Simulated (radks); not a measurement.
The mean radii <r> (bohr) of the occupied orbitals of an atom or ion are listed with their occupations. Calculated with a radial shooting solver on a logarithmic mesh with Libxc functionals: scalar-relativistic Kohn-Sham, LDA (Slater exchange, VWN5 correlation), spin-polarised, spherical densities, finite nucleus; Fermi nuclear charge, rms radius of each element as measured or else 0.836 A^(1/3) + 0.57 fm.

orbital  occ.      <r>
1s          2  0.02560
2s          2   0.1096
2p          6  0.09597
3s          2   0.2871
3p          6   0.2836
3d         10   0.2579

Name the element and its charge. Open shells, if any, are filled with parallel spins first.

Answer. Z = 56, barium, charge +28: Ba28+ in [Ar] 3d10. The 1s radius gives Z: for a bare nucleus <r> = (2 gamma + 1)/(2Z) with gamma = sqrt(1 - (Z/c)^2), 0.02523 bohr for Z = 56, and screening makes it slightly larger (0.02560 here). The occupations add up to 28, and the charge is Z minus that.
